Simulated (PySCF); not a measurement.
Problem. Write Cartesian coordinates for Sn(SiH3)4, `[SiH3][Sn]([SiH3])([SiH3])[SiH3]` as optimised with PBE0-D3(BJ)/def2-SVP.

Solution. 
```xyz
17
H12Si4Sn angstrom
Sn    -0.020    0.006    0.009
Si     0.003   -0.056    2.577
H      0.629   -1.326    3.059
H     -1.389    0.027    3.116
H      0.791    1.099    3.110
Si     2.404    0.010   -0.838
H      3.094   -1.253   -0.430
H      3.156    1.169   -0.265
H      2.438    0.109   -2.330
Si    -1.216    2.126   -0.813
H     -0.512    3.345   -0.308
H     -2.628    2.148   -0.322
H     -1.227    2.161   -2.308
Si    -1.209   -2.076   -0.910
H     -0.481   -3.312   -0.485
H     -1.249   -2.031   -2.405
H     -2.611   -2.146   -0.396
```

Any rigid rotation of these coordinates is as good. Atoms count from 1 in this order. Sn1 (tin bonded to 4 Si) is tetrahedral (angles from 108.7° to 110.1°). All 4 Si–Sn bonds measure 2.568 to 2.569 Å. Si2 (silicon bonded to Sn and 3 H) is tetrahedral (angles from 108.6° to 110.5°).

Bonds between heavy atoms (Å): Sn1–Si2 2.569, Sn1–Si6 2.568, Sn1–Si10 2.568, Sn1–Si14 2.568.

Computed, not measured: PBE0-D3(BJ)/def2-SVP geometry optimisation, gas phase, def2 core potentials past Kr (PySCF 2.14.0).

Point group: near Td, missed by 0.20 Å at most; the miss may be what the optimiser left on a soft mode. No frequency check.

The run took 1.8 min on Arm Neoverse V2, one thread, shared host, and the process peaked at 0.65 GiB of memory. These figures are those of the optimisation.
